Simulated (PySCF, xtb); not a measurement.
C5H12Si, SMILES C(C/C=C\[SiH3])C.

xtb 6.7.1 with GFN2-xTB at its own geometry gives an orbital gap of 4.46 eV and a dipole moment of 0.78 D.

Geometry optimised at PBE-D3(BJ)/def2-SVP. The structure was generated by enumeration; whether it is a known compound was not checked. One conformer was computed; it need not be the lowest.

What does PBE0/def2-TZVP (PySCF) give? (The exact figures need the calculation; the answer reports its results.)

gap 6.85 eV (levels -7.43 and -0.57 eV), dipole 1.26 D.
